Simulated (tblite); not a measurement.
F2Sr, charge -1, doublet, at a GFN2-xTB geometry (such geometries of metal compounds can be far from the true shape) (a state made from the parent by changing its charge; the spin is typed, not shown lowest); GFN1-xTB in tblite.

The tblite input:
```
$ tblite run mol.xyz --method gfn1 --charge -1 --spin 1 --json tblite.json --no-restart

# file mol.xyz
3

Sr    -0.07458081    -0.01717285    -0.00668094
F     -0.06832655     1.51030383    -1.25445591
F      0.38322329    -1.43779623     1.28266431
```

Problem. What does tblite print? Leave out banner, timings and long lists.

Solution. 
```
xTB calculator
 | screened Coulomb repulsion
 | Coulomb electrostatics
 |  * isotropic Klopman-Ohno-Mataga-Nishimoto electrostatics
 |  * onsite third-order electrostatics
 | DFT-D3(BJ) dispersion correction

halogen bonding energy    0.0000000000000E+00 Eh
repulsion energy          1.4034943461945E-02 Eh
dispersion energy        -2.8135837455128E-04 Eh
number of electrons       1.7000000000000E+01 e
integral cutoff           4.0000000000000E+01 bohr

------------------------------------------------------------
  cycle        total energy    energy error   density error
------------------------------------------------------------
      1     -11.10367675157  -1.1117430E+01   9.9079789E-01
      2     -11.11023043269  -6.5536811E-03   3.2736883E-01
      3     -11.10832378631   1.9066464E-03   5.0127753E-01
      4     -11.12185259224  -1.3528806E-02   1.0292431E-01
      5     -11.11931182606   2.5407662E-03   7.5195905E-02
      6     -11.12267613463  -3.3643086E-03   1.7880344E-02
      7     -11.12270105435  -2.4919722E-05   6.1353644E-03
      8     -11.12270506077  -4.0064211E-06   2.9598477E-03
      9     -11.12270592711  -8.6634082E-07   7.9014361E-04
     10     -11.12270600420  -7.7093237E-08   4.2817566E-04
     11     -11.12270602740  -2.3194051E-08   9.1266857E-06
------------------------------------------------------------

electronic energy        -1.1136459612485E+01 Eh
total energy             -1.1122706027398E+01 Eh

Post processing:
 | Mayer-Wiberg bond orders

[Info] JSON dump of results written to 'tblite.json'
```
